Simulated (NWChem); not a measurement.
Molecule: CuH₂SO, doublet; SMILES [OH][Cu][SH]

```xyz
5

Cu     0.0122    -0.3393     0.0000
O     -0.0860    -2.0992     0.0000
H      0.7473    -2.5856     0.0000
S      0.0683     1.7791     0.0000
H     -1.2783     1.9286     0.0000
```
Atoms are numbered in this order, from 1.

Level: PBE0/def2-SVP, spin-unrestricted (NWChem), optimised geometry, unscaled harmonic frequencies. In the optimisation the excess spin sits in a" (Cs, its own frame). The spin multiplicity was typed, not searched, and may not be the lowest.

Question: List the harmonic frequencies with IR intensities, and the thermochemistry.

Answer: 
```tsv
frequency (cm⁻¹)	IR intensity (km/mol)
83	1.5
142	9.1
384	3.8
431	117.9
563	2.7
651	195.0
673	2.5
2694	2.7
3883	193.0
```

The zero-point energy comes out as 13.6 kcal/mol, the thermal correction to the enthalpy at 298.15 K (with zero-point energy) is 17.5 kcal/mol and the heat capacity Cv is 15.7 cal/(mol K). The entropy at 298.15 K and 1 atm (symmetry number 1, electronic part: spin degeneracy alone) is 74.1 cal/(mol K) and the dipole moment comes out as 0.50 D.

Rigid rotor and harmonic oscillator; modes under 100 cm⁻¹ make the entropy uncertain.
